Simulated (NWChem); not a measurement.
System meant: C₂H₆NO cation; SMILES CC([NH3+])=O

The following NWChem deck was run.

```
start job
memory heap 200 mb stack 900 mb global 1100 mb
charge 1
geometry units angstroms noautoz
  C     -0.670577    -1.297606     0.036869
  C      0.231531    -0.126196     0.010795
  N     -0.552408     1.256227    -0.046605
  O      1.398366    -0.022338     0.024724
  H     -1.334237    -1.260771     0.916183
  H     -1.303341    -1.323688    -0.865356
  H     -0.057129    -2.206247     0.079328
  H      0.146788     2.012631    -0.065014
  H     -1.143034     1.336035    -0.886554
  H     -1.161169     1.393650     0.772707
end
basis spherical
  * library def2-svp
end
dft
  odft
  mult 2
  xc xpbe96 cpbe96
  iterations 150
  mulliken
end
task dft energy
```

End of the output:

```
 Summary of "ao basis" -> "" (spherical)
 ------------------------------------------------------------------------------
       Tag                 Description            Shells   Functions and Types
 ---------------- ------------------------------  ------  ---------------------
 *                          def2-svp                  on all atoms

  pbe96 is a nonlocal functional; adding pw91lda local functional.

                                 NWChem DFT Module
                                 -----------------

 Summary of "ao basis" -> "ao basis" (spherical)
 ------------------------------------------------------------------------------
       Tag                 Description            Shells   Functions and Types
 ---------------- ------------------------------  ------  ---------------------
 C                          def2-svp                 6       14   3s2p1d
 N                          def2-svp                 6       14   3s2p1d
 O                          def2-svp                 6       14   3s2p1d
 H                          def2-svp                 3        5   2s1p

 Summary of "ao basis" -> "ao basis" (spherical)
 ------------------------------------------------------------------------------
       Tag                 Description            Shells   Functions and Types
 ---------------- ------------------------------  ------  ---------------------
 C                          def2-svp                 6       14   3s2p1d
 N                          def2-svp                 6       14   3s2p1d
 O                          def2-svp                 6       14   3s2p1d
 H                          def2-svp                 3        5   2s1p

  number of electrons :                   32
  multiplicity        :                    2
 ------------------------------------------------------------------------
  no. of electrons and multiplicity not compatible                  32
 ------------------------------------------------------------------------
 ------------------------------------------------------------------------
  current input line :
    26: task dft energy
 ------------------------------------------------------------------------
 ------------------------------------------------------------------------
 There is an error in the input file
 ------------------------------------------------------------------------
 For more information see the NWChem manual at https://nwchemgit.github.io

0: no. of electrons and multiplicity not compatible:Received an Error in Communication
```

Task: Can this run be used? If not, why, and what is the fix?

Result: The program refused the input. Cause: the multiplicity doesn't fit the number of electrons (an even count wants an odd multiplicity, and the reverse). This input runs:
```
start job
memory heap 200 mb stack 900 mb global 1100 mb
charge 1
geometry units angstroms noautoz
  C     -0.670577    -1.297606     0.036869
  C      0.231531    -0.126196     0.010795
  N     -0.552408     1.256227    -0.046605
  O      1.398366    -0.022338     0.024724
  H     -1.334237    -1.260771     0.916183
  H     -1.303341    -1.323688    -0.865356
  H     -0.057129    -2.206247     0.079328
  H      0.146788     2.012631    -0.065014
  H     -1.143034     1.336035    -0.886554
  H     -1.161169     1.393650     0.772707
end
basis spherical
  * library def2-svp
end
dft
  xc xpbe96 cpbe96
  iterations 150
  mulliken
end
task dft energy
```
It converges to -209.13351 Ha (PBE/def2-SVP).
